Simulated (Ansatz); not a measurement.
Reaction (ligand exchange at a B–I bond): `IB1C[SiH2]1` + PH₃ → `PB1C[SiH2]1` + HI

Computed with Ansatz on PBE0-D4/def2-TZVP structures; ΔE is electronic, products minus reactants. CBS: MP2 limit from def2 TZ/QZ plus the TZ coupled-cluster correction, frozen cores. This one scheme is used for every species. DFT in def2-TZVPP. def2 core potentials past Kr. For I outer-core shells are correlated without core-valence functions, which leaves a few kJ/mol of doubt a bond. Each species was taken in one conformer, which may not be the lowest.

| species | B97M-V energy (Eh) |
| --- | --- |
| `IB1C[SiH2]1` | -652.48684 |
| PH₃ | -343.06328 |
| `PB1C[SiH2]1` | -697.24753 |
| HI | -298.29099 |

Problem. Work out ΔE.

Solution. ΔE = (-697.24753) + (-298.29099) − (-652.48684) − (-343.06328) = 0.01160 Eh = +30.5 kJ/mol. CCSD(T)/CBS gives +43.6 kJ/mol.

Problem. What do rigid-rotor, harmonic-oscillator terms from PBE0-D4/def2-TZVP frequencies (298.15 K, 1 bar) make of the CCSD(T)/CBS value? (An estimate is asked.)

Solution. Ansatz gave: ΔZPE = -3.5 kJ/mol, ΔH = +40.7 kJ/mol, ΔS = -6 J/(mol·K), ΔG = +42.5 kJ/mol.

Largest T1 diagnostic among the species: 0.017.

Leaving LDA and LC-ωPBE aside and taking each functional with its dispersion term where it has one, the values, not all of them listed here, spread over 10.6 kJ/mol, from B97M-V to B2PLYP. LDA lies −4.7 kJ/mol from PBE without D4.
